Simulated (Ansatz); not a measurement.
**Worked example: SiH(CH3)F2 + C4H9O → SiH(CH3)F + C4H9FO**

Species: SiH(CH3)F2, singlet; C4H9O `[CH2]COCC`, doublet; SiH(CH3)F, doublet; C4H9FO `CCOCCF`, singlet. A radical takes F: the energy is the difference in strength between the Si–F bond broken and the C–F bond made.

Shapes, held fixed at every level: PBE0-D4/def2-TZVP. Flexible molecules stand in one conformer, not always the lowest. Programs: Ansatz 0.2.0. Electronic energies: no zero-point or thermal term.

At CCSD(T)/CBS estimate; 1 Eh = 2625.50 kJ/mol:

```
   species  energy (Eh)
SiH(CH3)F2  -529.276536
     C4H9O  -232.714055
 SiH(CH3)F  -429.343454
    C4H9FO  -332.572611
```

Problem. Work out ΔE of the reaction at this level.

Solution. 
1. Products less reactants: (-429.343454) + (-332.572611) − [(-529.276536) + (-232.714055)] = 0.074526 Eh = +195.7 kJ/mol.

Other levels give +179.0 (PBE0-D4/def2-TZVPP) to +205.7 kJ/mol (HF/def2-TZVPP). No measured value is set beside it here. Open shells run unrestricted. The CBS estimate extrapolates MP2 from def2-TZVPP and def2-QZVPP and adds CCSD(T) − MP2 in the triple-zeta set, cores frozen.
